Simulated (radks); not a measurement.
Question: Ne4+, configuration [He] 2s2 2p2. Method: non-relativistic Kohn-Sham, SCAN, spin-unpolarised, spherical densities, point nucleus; meta-GGA in the generalised Kohn-Sham scheme; computed with a radial shooting solver on a logarithmic mesh with Libxc functionals. Some entries of the table are withheld. Estimate them.

| orbital | occ. | eigenvalue (hartree) | r(max) (bohr) | <r^2> (bohr^2) |
|---|---|---|---|---|
| 1s | 2 | -35.23339 | 0.1028 | (1) |
| 2s | 2 | -4.87688 | (2) | (3) |
| 2p | 2 | -4.01396 | (4) | 0.6189 |

Answer: 
(1) 1s <r^2> (bohr^2): 0.03346
(2) 2s r(max) (bohr): 0.6312
(3) 2s <r^2> (bohr^2): 0.6882
(4) 2p r(max) (bohr): 0.5432
